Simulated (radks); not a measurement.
Isoelectronic series with 1 electrons, all held in the configuration 1s1, which need not be the ground one along the series. All-electron calculation, non-relativistic Kohn-Sham, SCAN, spin-unpolarised, spherical densities, point nucleus; meta-GGA in the generalised Kohn-Sham scheme. Program: a radial shooting solver on a logarithmic mesh with Libxc functionals. Total energies (hartree) and orbital eigenvalues (hartree):

ion,E (hartree),1s
H,-0.45286,-0.24440
B4+,-12.19505,-11.07383
C5+,-17.62980,-16.28021
N6+,-24.06448,-22.48652
F8+,-39.93374,-37.89904
